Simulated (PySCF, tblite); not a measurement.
Bond stretch in IBr, singlet. Each curve is given relative to its own lowest point near equilibrium.

| R / Å | A | B | C |
|---|---|---|---|
| 1.99 | 500.6 | 380.2 | 500.6 |
| 2.11 | 245.3 | 152.8 | 245.3 |
| 2.21 | 116.4 | 61.3 | 116.4 |
| 2.31 | 41.8 | 17.7 | 41.8 |
| 2.39 | 10.9 | 3.2 | 10.9 |
| 2.46 | 0.0 | 0.0 | 0.0 |
| 2.54 | 1.6 | 3.6 | 1.6 |
| 2.60 | 10.5 | 9.9 | 10.5 |
| 2.68 | 30.1 | 21.6 | 30.1 |
| 2.83 | 83.1 | 49.6 | 70.7 |
| 3.03 | 169.6 | 91.6 | 104.1 |
| 3.30 | 288.1 | 145.6 | 126.7 |
| 3.68 | 423.8 | 194.9 | 137.8 |
| 4.11 | 521.3 | 213.4 | 138.7 |
| 4.43 | 563.7 | 217.8 | 138.9 |
| 4.97 | 602.3 | 219.9 | 139.2 |
| 5.39 | 618.8 | 220.4 | 139.4 |
| 6.10 | 636.9 | 220.9 | 139.5 |
| 6.60 | 646.4 | 221.1 | 139.5 |
| 7.33 | 657.6 | 221.3 | 139.6 |

Energies in kJ/mol.

Q: Assign the columns to these levels of theory: GFN2-xTB, 300 K electronic temperature run with tblite; restricted Hartree-Fock/STO-3G run with PySCF; unrestricted Hartree-Fock/STO-3G (PySCF).

A: A is RHF/STO-3G; B is GFN2-xTB; C is UHF/STO-3G.

The unrestricted determinant behind UHF/STO-3G is spin-contaminated at 2.83 to 7.33 Å (<S²> up to 1.0, against 0.00 for a pure singlet). The restricted form behind RHF/STO-3G keeps the bonding electrons paired and can't separate into open-shell fragments.
